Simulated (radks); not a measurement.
Effect of the nuclear size on the osmium ion Os+, [Xe] 4f14 5d6 6s1. Calculated with a radial shooting solver on a logarithmic mesh with Libxc functionals: Dirac Kohn-Sham, PBE, spin-unpolarised, spherical densities, finite nucleus; open shells are shared between the two j in proportion to 2j + 1; Fermi nuclear charge, rms radius 5.4126 fm. The rms radius is varied about that value; shifts are against it.

rms radius (fm)  total energy shift (eV)  density at nucleus (e/bohr^3)  1s1/2 shift (meV)  2s1/2 shift (meV)  4p1/2 shift (meV)  5s1/2 shift (meV)  5p1/2 shift (meV)  6s1/2 shift (meV)  6p1/2 (empty) shift (meV)
4.5682                             -21.0                      1.783e+06              -8490              -1220             -0.656              -12.3              0.245              -1.26                      0.117
5.077                              -8.63                      1.715e+06              -3480               -500             -0.271              -5.03              0.100             -0.517                      0.048
5.4126                                 0                      1.675e+06              0.000              0.000              0.000              0.000              0.000              0.000                      0.000
5.6832                              7.21                      1.645e+06               2910                418              0.228               4.20             -0.084              0.432                     -0.040
6.257                               23.2                      1.588e+06               9380               1350              0.741               13.5             -0.268               1.39                     -0.129

Slopes of the eigenvalues against <r^2> in GHz/fm^2, as finite differences over the two radii next to the reference (eigenvalue slopes, not the field-shift constants of lines): 1s1/2 237000, 2s1/2 34000, 4p1/2 18.5, 5s1/2 342, 5p1/2 -6.82, 6s1/2 35.1, 6p1/2 (empty) -3.26.
